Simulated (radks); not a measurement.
Removal energies from the tellurium ion Te13+, [Kr] 4d3, by Delta-SCF beside the eigenvalue of the level emptied. Calculated with a radial shooting solver on a logarithmic mesh with Libxc functionals: non-relativistic Kohn-Sham, PBE, spin-polarised, spherical densities, point nucleus. Open shells are filled with parallel spins first.

removed from    final configuration  Delta-SCF (eV)  -eigenvalue (eV)
4d                         [Kr] 4d2          301.89            288.47
4p            [Ar] 3d10 4s2 4p5 4d3          371.74            358.09
4s            [Ar] 3d10 4s1 4p6 4d3          414.69            400.75
3d             [Ar] 3d9 4s2 4p6 4d3          877.45            846.27
